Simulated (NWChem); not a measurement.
# BH2SOF; SMILES OB(F)S

```xyz
6

B      0.0138    -0.4576     0.0000
F     -1.1188    -1.1691     0.0000
O      1.2227    -1.0722     0.0000
H      1.1325    -2.0385     0.0000
S     -0.1217     1.3612     0.0000
H      1.2067     1.5946     0.0000
```
Atoms are numbered in this order, from 1.

Program: NWChem. Pople sets run with spherical d functions. Coordinates come from a B3LYP/6-31G* (spherical d) optimisation. Atomic charges in e: unrestrained fits to the electrostatic potential beside Mulliken populations; buried atoms are poorly determined by the fit.

For level Hartree-Fock/6-31G*:

| Quantity | Result |
|---|---|
| ESP B1 | 0.82 |
| Mulliken B1 | 0.77 |
| Mulliken F2 | -0.40 |
| ESP O3 | -0.76 |
| Mulliken O3 | -0.72 |
| Mulliken S5 | -0.24 |

Q: Estimate the same quantities for level B3LYP/def2-SVP.

A: The ESP B1 comes out as 0.62, the Mulliken B1 is 0.08 and the Mulliken F2 comes out as -0.12. The ESP O3 comes out as -0.64. The Mulliken O3 is -0.13 and the Mulliken S5 is -0.10.
